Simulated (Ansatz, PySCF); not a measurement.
H$_{5}$NO$_{2}$Sn (SMILES [NH2][SnH]([OH])[OH]), singlet, at a GFN2-xTB geometry (such geometries of metal compounds can be far from the true shape) (all electrons, no relativity). Base run: PySCF with CASSCF(6,4)/STO-3G.

Here is a job for PySCF.
```python
from pyscf import gto, scf, mcscf
import numpy

mol = gto.M(
    atom='''
Sn    0.061040   -0.004918    0.239525
N    -1.468490   -1.254167   -0.076943
O    -0.375658    1.789175   -0.330480
O     1.465571   -0.473207   -1.011836
H     0.580490   -0.046672    1.819885
H    -2.288366   -1.021152    0.469534
H    -1.760333   -1.227149   -1.048941
H     0.308537    2.196751   -0.860810
H     1.667782   -1.404441   -1.078792
''',
    basis='sto-3g',
    charge=0,
    spin=0,
    verbose=4,
)

mf = scf.RHF(mol)
mf.kernel()
mc = mcscf.CASSCF(mf, 4, 6)
mc.fix_spin_(ss=0.0)
mc.kernel()
occ = numpy.linalg.eigvalsh(mc.fcisolver.make_rdm1(mc.ci, mc.ncas, mc.nelecas))[::-1]
ss = mc.fcisolver.spin_square(mc.ci, mc.ncas, mc.nelecas)[0]
print('natural occupations', occ.round(4), ' <S^2>', round(ss, 4))
```

Programs used: Ansatz (a first-principles code), PySCF; a row that names a program was run with it.

Each row names what was changed in the base input (with any setting that the change needs).

```json
[
 {"change": "base", "ΔE vs base (mEh)": "0.000", "natural occupations": "2.00 2.00 1.98 0.03", "<S^2> of the state": "0.00", "outcome": "converged"},
 {"change": "solver = newton", "ΔE vs base (mEh)": "-0.006", "natural occupations": "2.00 2.00 1.98 0.03", "<S^2> of the state": "0.00", "outcome": "converged"},
 {"change": "orbitals = fixed (CASCI)", "ΔE vs base (mEh)": "13.018", "natural occupations": "2.00 2.00 2.00 0.00", "<S^2> of the state": "0.00", "outcome": "converged"},
 {"change": "fix_spin_ = off", "ΔE vs base (mEh)": "-", "natural occupations": "-", "<S^2> of the state": "-", "outcome": "not converged"},
 {"change": "active space = 6 electrons, 5 orbitals", "ΔE vs base (mEh)": "-15.541", "natural occupations": "2.00 1.98 1.97 0.03 0.02", "<S^2> of the state": "0.00", "outcome": "converged"},
 {"change": "start = MP2 natural orbitals", "ΔE vs base (mEh)": "-", "natural occupations": "-", "<S^2> of the state": "-", "outcome": "not converged"},
 {"change": "active space = 8 electrons, 9 orbitals", "ΔE vs base (mEh)": "-55.341", "natural occupations": "1.98 1.98 1.97 1.97 0.04 0.03 0.02 0.02 0.00", "<S^2> of the state": "0.00", "outcome": "converged"},
 {"change": "conv_tol = 1e-5", "ΔE vs base (mEh)": "0.007", "natural occupations": "2.00 2.00 1.98 0.03", "<S^2> of the state": "0.00", "outcome": "converged"},
 {"change": "state_average = 2 states", "ΔE vs base (mEh)": "7.642", "natural occupations": "-", "<S^2> of the state": "-", "outcome": "converged"},
 {"change": "code = ansatz; correction = SC-NEVPT2, all electrons", "ΔE vs base (mEh)": "-136.5", "natural occupations": "-", "<S^2> of the state": "-", "outcome": "converged"},
 {"change": "correction = SC-NEVPT2", "ΔE vs base (mEh)": "-132.3", "natural occupations": "2.00 2.00 1.98 0.03", "<S^2> of the state": "0.00", "outcome": "converged"}
]
```

Active orbitals are taken around the Fermi level unless the row says otherwise; CASSCF can end in different local minima, and two programs can end on different orbitals. State-averaged rows give the lowest state.
